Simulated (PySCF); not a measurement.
Species: C7H5FO2.
Bonds: O1–C2 (double), C2–O3, C2–C4, C4–C5 (aromatic), C5–C6 (aromatic), C6–C7 (aromatic), C7–C8 (aromatic), C8–F9, C8–C10 (aromatic), C4–C10 (aromatic). Hydrogens: H11 on O3; H12 on C5; H13 on C6; H14 on C7; H15 on C10.

Computed by this run: PBE0-D3(BJ)/def2-TZVP geometry optimisation, gas phase in PySCF; density fitting, grid level 2; the optimiser is geomeTRIC in internal coordinates, started from a GFN2-xTB structure with every atom displaced at random (about 0.01 Å).

Geometry at step 2:
```
atom  x, y, z in Å
O1      2.6556   -1.1777   -0.7071
C2      2.0703   -0.1990   -0.3219
O3      2.7107    0.9190    0.0528
C4      0.6044   -0.1281   -0.1034
C5     -0.1742   -1.2753   -0.2243
C6     -1.5453   -1.2046   -0.0504
C7     -2.1653    0.0035    0.2374
C8     -1.3741    1.1297    0.3503
F9     -1.9573    2.3016    0.6249
C10    -0.0044    1.0863    0.1910
H11     3.6516    0.7640   -0.1098
H12     0.3179   -2.2106   -0.4561
H13    -2.1479   -2.1000   -0.1433
H14    -3.2370    0.0824    0.3709
H15     0.5777    1.9929    0.2869
```

**Question.** What forces act on the atoms?

**Answer.** 
```json
{"atom": "O1", "Fx (eV/Å)": "-0.058", "Fy (eV/Å)": "0.082", "Fz (eV/Å)": "-0.188"}
{"atom": "C2", "Fx (eV/Å)": "0.008", "Fy (eV/Å)": "-0.488", "Fz (eV/Å)": "0.556"}
{"atom": "O3", "Fx (eV/Å)": "0.009", "Fy (eV/Å)": "0.160", "Fz (eV/Å)": "-0.181"}
{"atom": "C4", "Fx (eV/Å)": "-0.184", "Fy (eV/Å)": "0.240", "Fz (eV/Å)": "-0.161"}
{"atom": "C5", "Fx (eV/Å)": "0.196", "Fy (eV/Å)": "-0.047", "Fz (eV/Å)": "-0.057"}
{"atom": "C6", "Fx (eV/Å)": "-0.047", "Fy (eV/Å)": "-0.055", "Fz (eV/Å)": "0.006"}
{"atom": "C7", "Fx (eV/Å)": "0.115", "Fy (eV/Å)": "-0.029", "Fz (eV/Å)": "-0.023"}
{"atom": "C8", "Fx (eV/Å)": "-0.007", "Fy (eV/Å)": "-0.002", "Fz (eV/Å)": "0.033"}
{"atom": "F9", "Fx (eV/Å)": "0.026", "Fy (eV/Å)": "0.018", "Fz (eV/Å)": "-0.006"}
{"atom": "C10", "Fx (eV/Å)": "-0.019", "Fy (eV/Å)": "0.190", "Fz (eV/Å)": "0.032"}
{"atom": "H11", "Fx (eV/Å)": "-0.035", "Fy (eV/Å)": "-0.019", "Fz (eV/Å)": "0.000"}
{"atom": "H12", "Fx (eV/Å)": "-0.016", "Fy (eV/Å)": "-0.037", "Fz (eV/Å)": "-0.018"}
{"atom": "H13", "Fx (eV/Å)": "0.015", "Fy (eV/Å)": "-0.016", "Fz (eV/Å)": "0.001"}
{"atom": "H14", "Fx (eV/Å)": "0.006", "Fy (eV/Å)": "-0.008", "Fz (eV/Å)": "0.001"}
{"atom": "H15", "Fx (eV/Å)": "-0.010", "Fy (eV/Å)": "0.009", "Fz (eV/Å)": "0.007"}
```

The largest, 0.74 eV/Å, acts on C2; the rms over all components is 0.140 eV/Å. The forces sum to zero within rounding, as they must for an isolated molecule in no field.

**Question.** Give the force on C2 in Eh/bohr and in nN.

**Answer.** 0.740 eV/Å ÷ 51.422 = 0.01439 Eh/bohr, and 0.740 eV/Å × 1.602 = 1.19 nN.

**Question.** How far is this geometry from the end of the optimisation?

**Answer.** 0.024 eV above it, and 0.077 Å rms away after alignment. The bonds farthest from their final lengths, with half the difference of the two atoms' forces along the bond (positive lengthens):

| bond | now (Å) | final (Å) | force along bond (eV/Å) |
| --- | --- | --- | --- |
| C2–O3 | 1.342 | 1.344 | +0.17 |
| C2–C4 | 1.484 | 1.482 | +0.06 |
| C4–C10 | 1.390 | 1.392 | -0.04 |

The angle farthest from its final value is C2–C4–C5, 120.0° against 118.0°.

What follows is the cost of the whole optimisation. Hardware: 2 threads of an Intel Xeon Platinum 8259CL at 2.50 GHz, no GPU, on a shared host. Cost: 8.2 min wall, 19 min CPU, 2.6 GiB resident at most.
